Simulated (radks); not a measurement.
All-electron atom: the ruthenium ion Ru2+ in [Kr] 4d4 5p2 (not the ground configuration). Method: Dirac Kohn-Sham, PBE, spin-unpolarised, spherical densities, finite nucleus; open shells fill j = l - 1/2 first; Fermi nuclear charge, rms radius 4.4809 fm; computed with a radial shooting solver on a logarithmic mesh with Libxc functionals.

Normalised radial functions P(r) = r R(r) (large component), r in bohr:

r          3d3/2   3d5/2
0.003615  0.0001  0.0001
0.004175  0.0002  0.0001
0.004821  0.0003  0.0002
0.005524  0.0004  0.0003
0.006379  0.0007  0.0005
0.007367  0.0010  0.0008
0.008508  0.0014  0.0012
0.009826  0.0021  0.0018
0.01135   0.0031  0.0026
0.01311   0.0045  0.0040
0.01514   0.0067  0.0059
0.01748   0.0098  0.0088
0.02019   0.0144  0.0130
0.02331   0.0209  0.0192
0.02692   0.0303  0.0280
0.03109   0.0436  0.0407
0.03591   0.0622  0.0585
0.04147   0.0881  0.0835
0.0479    0.1236  0.1177
0.05531   0.1714  0.1641
0.06388   0.2346  0.2257
0.07378   0.3163  0.3056
0.0852    0.4193  0.4068
0.0984    0.5453  0.5311
0.1127    0.6854  0.6696
0.1302    0.8531  0.8362
0.1504    1.0341  1.0167
0.1736    1.2173  1.2002
0.2005    1.3872  1.3716
0.2316    1.5258  1.5128
0.2675    1.6137  1.6045
0.3089    1.6348  1.6300
0.3567    1.5798  1.5797
0.412     1.4500  1.4543
0.4758    1.2578  1.2656
0.5495    1.0254  1.0353
0.6346    0.7805  0.7909
0.7329    0.5510  0.5607
0.8464    0.3579  0.3658
0.9775    0.2114  0.2171
1.129     0.1121  0.1158
1.304     0.0527  0.0548
1.506     0.0216  0.0226
1.739     0.0076  0.0080
2.008     0.0022  0.0024
2.301     0.0006  0.0006
2.657     0.0001  0.0001
3.069     0.0000  0.0000
3.544     0.0000  0.0000
4.093     0.0000  0.0000
4.727     0.0000  0.0000
5.459     0.0000  0.0000
6.305     0.0000  0.0000
7.281     0.0000  0.0000
8.409     0.0000  0.0000
9.711     0.0000  0.0000

3d3/2: eigenvalue -308.15 eV, 0 radial nodes, <r> = 0.382 bohr, 90 % of the charge inside 0.608 bohr. 3d5/2: eigenvalue -303.82 eV, 0 radial nodes, <r> = 0.385 bohr, 90 % of the charge inside 0.613 bohr.
